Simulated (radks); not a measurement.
Results of a calculation; reference values are marked as such.
Task: Coherent X-ray form factor from a spherical all-electron density. Code: a radial shooting solver on a logarithmic mesh with Libxc functionals. Model: scalar-relativistic Kohn-Sham, RPBE, spin-polarised, spherical densities, finite nucleus; Fermi nuclear charge, rms radius of each element as measured or else 0.836 A^(1/3) + 0.57 fm.

| sin(theta)/lambda (1/angstrom) | f0 (electrons) |
|---|---|
| 0.05 | 3.715 |
| 0.1 | 3.086 |
| 0.15 | 2.484 |
| 0.2 | 2.070 |
| 0.25 | 1.827 |
| 0.3 | 1.686 |
| 0.4 | 1.514 |
| 0.5 | 1.358 |
| 0.6 | 1.191 |
| 0.8 | 0.873 |
| 1 | 0.621 |
| 1.25 | 0.403 |
| 1.5 | 0.265 |
| 2 | 0.122 |

The species is in the configuration that NIST lists as its ground one. Which atom or ion scatters so?

Result: Neutral beryllium, [He] 2s2. Extrapolating in s^2 from the first two rows gives f0(0) = 3.9, near the electron count 4; among species with that count, the fall with angle is slower the higher Z, and the table is that of Z = 4; from so few rows the species is fixed only to a neighbour or two.
